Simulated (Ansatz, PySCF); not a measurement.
NaF, SMILES [F][Na]. Atoms are numbered in the order given.

```xyz
2

Na     0.0000     0.0000    -0.8803
F      0.0000     0.0000     1.0553
```
Charge 0, spin multiplicity 1.

The structure is a stationary point at B3LYP-D3(BJ)/def2-TZVPD.

Two levels are set side by side: PBE-D3(BJ)/def2-TZVPD (Ansatz, an electronic-structure program) and B3LYP-D3(BJ)/def2-TZVPD (Ansatz). Each level has its own optimised geometry; the coordinates shown are those of the second. Frequencies come from the Hessian of PySCF at each geometry. Differences are taken from unrounded values.

```csv
quantity,B3LYP-D3(BJ)
bond Na1–F2 (Å),1.936
highest harmonic wavenumber (cm⁻¹),528
mean harmonic wavenumber (cm⁻¹),528
zero-point energy (kcal/mol),0.76
```

Question: What does PBE-D3(BJ) give, and how far is it from B3LYP-D3(BJ)? (Estimate from the structure and the level; the computed values follow.)

Answer: 
| quantity | PBE-D3(BJ) | PBE-D3(BJ) minus B3LYP-D3(BJ) |
|---|---|---|
| bond Na1–F2 (Å) | 1.950 | 0.014 |
| highest harmonic wavenumber (cm⁻¹) | 510 | -18 |
| mean harmonic wavenumber (cm⁻¹) | 510 | -18 |
| zero-point energy (kcal/mol) | 0.73 | -0.03 |
